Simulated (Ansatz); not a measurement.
Saddle point of BAsH$_{6}$O, closed shell (BH₃O ([BH2][OH]) + AsH₃ → BAsH₄ ([BH2][AsH2]) + H₂O (still joined by a long B–O bond); bonds formed: B1–As6, O2–H5; bonds broken: H5–As6; bonds weakened to dative contacts: B1–O2), PBE0-D4/def2-TZVP structure:

| atom | x (Å) | y (Å) | z (Å) |
| --- | --- | --- | --- |
| B1 | -0.4676 | 0.3319 | -0.7773 |
| O2 | 1.0495 | 0.5895 | -0.8772 |
| H3 | -0.8613 | -0.5675 | -1.4648 |
| H4 | -1.0871 | 1.3524 | -0.7224 |
| H5 | 0.5897 | 0.0937 | 0.2268 |
| As6 | -0.8087 | -0.4832 | 1.2778 |
| H7 | 1.4699 | -0.1367 | -1.3498 |
| H8 | -0.0661 | 0.4463 | 2.2262 |
| H9 | 0.1817 | -1.6264 | 1.4608 |

Energies are electronic, without zero-point energy. Barriers and step energies count from the start structure reached by relaxing down the imaginary mode; all methods use the PBE0-D4 structures, on which another method's saddle can fall below an end. Ansatz 0.2.0; basis: def2-TZVPP, with def2-QZVPP for the basis limit; cores frozen in the correlated methods. Filled d shells of the heavier atoms are correlated. The def2 sets are not built for correlating such inner shells, so the correlated values are less sure here. B3LYP uses VWN-RPA correlation. Extrapolation: Hartree–Fock as exp(−7.88 √X), correlation as X^−2.97.

```
      method  barrier (kJ/mol)  step energy (kJ/mol)
       SPW92              95.8                  34.2
      PBE-D4             128.6                  57.9
     BLYP-D4             161.7                  81.7
   r2SCAN-D4                 ?                  62.8
      B97M-V             170.5                  72.7
     PBE0-D4             145.4                  56.9
    B3LYP-D4             172.5                  79.0
  r2SCAN0-D4             155.3                  61.1
    BHLYP-D4                 ?                  80.6
CAM-B3LYP-D4             177.5                  76.9
     wB97X-V             170.7                  68.4
     wB97M-V             169.2                  67.7
      B2PLYP                 ?                  77.1
    PBE-QIDH             157.3                  58.0
  RPA on PBE             172.6                  73.4
          HF             258.3                 107.9
         MP2             157.8                  62.2
        CCSD             185.7                  72.6
     CCSD(T)             171.8                  67.7
```

(1) Fill in the withheld barriers. (To be estimated.)

The T1 diagnostic stays at or below 0.013.

Answers

(1) By the calculation: r2SCAN-D4 144.3; BHLYP-D4 195.2; B2PLYP 173.9 kJ/mol. Each is the energy of the saddle less that of the start structure, by the same method.

For comparison, the barrier by CCSD(T) at an estimated basis limit (MP2 extrapolated from triple and quadruple zeta, plus CCSD(T) − MP2 in triple zeta) is 169.1 kJ/mol.

Labels in which every atom is bracketed show which atoms are joined, not bond orders.

For scale, one of the runs: CCSD(T)/def2-TZVPP, 194 basis functions, launched by `ansatz run in.yaml --threads 4 --pin off --events-out ev --progress --plain --max-ram 9574MiB`. The run took 64 s on 4 CPU threads of an Arm Neoverse V1 (shared host), with 2.3 GiB of host memory at its peak.
